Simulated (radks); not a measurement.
Question: The mean radii <r> (bohr) of the occupied orbitals of an atom or ion are listed with their occupations. Calculated with a radial shooting solver on a logarithmic mesh with Libxc functionals: scalar-relativistic Kohn-Sham, B86b exchange with PBE correlation, spin-polarised, spherical densities, finite nucleus; Fermi nuclear charge, rms radius of each element as measured or else 0.836 A^(1/3) + 0.57 fm.

orbital  occ.      <r>
1s up       1  0.06643
1s down     1  0.06642
2s up       1   0.3083
2s down     1   0.3077
2p up       3   0.2740
2p down     3   0.2735
3s up       1   0.9445
3s down     1   0.9490
3p up       3    1.008
3p down     2    1.017
3d up       4    1.299
4p up       1    3.583

Name the element and its charge. Open shells, if any, are filled with parallel spins first.

Answer: Z = 23, vanadium, charge +1: V+ in [Ne] 3s2 3p5 3d4 4p1. The 1s radius gives Z: for a bare nucleus <r> = (2 gamma + 1)/(2Z) with gamma = sqrt(1 - (Z/c)^2), 0.0646 bohr for Z = 23, and screening makes it slightly larger (0.06643 here). The occupations add up to 22, and the charge is Z minus that.
